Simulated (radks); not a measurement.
The numbers below are computed, except where a source is named.
Effect of the nuclear size on neutral promethium, [Xe] 4f5 6s2. Code: a radial shooting solver on a logarithmic mesh with Libxc functionals. Model: Dirac Kohn-Sham, PBE, spin-unpolarised, spherical densities, finite nucleus; open shells fill j = l - 1/2 first; Fermi nuclear charge, rms radius 4.962 fm. The rms radius is varied about that value; shifts are against it.

rms radius (fm)  total energy shift (eV)  density at nucleus (e/bohr^3)  1s1/2 shift (meV)  2s1/2 shift (meV)  5s1/2 shift (meV)  5p1/2 shift (meV)  6s1/2 shift (meV)  4f5/2 shift (meV)  6p1/2 (empty) shift (meV)
4.1929                             -4.20                      5.122e+05              -1740               -218              -1.56              0.228             -0.066              0.350                      0.071
4.7883                            -0.995                      4.968e+05               -412              -51.7             -0.371              0.054             -0.016              0.083                      0.017
4.962                                  0                      4.927e+05              0.000              0.000              0.000              0.000              0.000              0.000                      0.000
5.2994                              2.01                      4.853e+05                832                104              0.750             -0.109              0.032             -0.168                     -0.034
5.5773                              3.74                      4.796e+05               1550                194               1.40             -0.203              0.059             -0.312                     -0.063

Slopes of the eigenvalues against <r^2> in GHz/fm^2, as finite differences over the two radii next to the reference (eigenvalue slopes, not the field-shift constants of lines): 1s1/2 58400, 2s1/2 7320, 5s1/2 52.6, 5p1/2 -7.66, 6s1/2 2.22, 4f5/2 -11.8, 6p1/2 (empty) -2.38.
